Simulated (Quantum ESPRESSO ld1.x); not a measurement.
Fractional charge and spin in the 5s shell of xenon: the spin-up occupation runs from 0 to 1 and the spin-down occupation from 0 to 1; the fullest corner is Xe2+, [Kr] 4d10 5p(up 2, down 2) 5s(up 1, down 1). Method: scalar-relativistic Kohn-Sham, LDA (Slater exchange, Perdew-Zunger correlation), spin-polarised, spherical densities, point nucleus; computed with ld1.x of Quantum ESPRESSO 7.5. Energy (eV) above the fullest corner. The planes named below are the two flat planes that join the four corners, with an edge along up + down = one added electron.

down \ up,0,0.5,1
0,102.802,72.506,45.192
0.5,72.506,45.390,21.182
1,45.192,21.182,0.000

Corners above the fullest one (they belong to Xe3+ and the next ion): (up 1, down 0) 45.192 eV, (up 0, down 1) 45.192 eV, (up 0, down 0) 102.80 eV. With half an added electron in each spin the energy lies 0.198 eV from the planes, and with half an added electron in spin up alone -1.492 eV. The planes are only a guide here: the flat-plane condition holds for ground states with one frontier orbital, while this shell lies below other occupied shells, so the corners above the fullest one are inner-hole states and not the ground states of those ions.
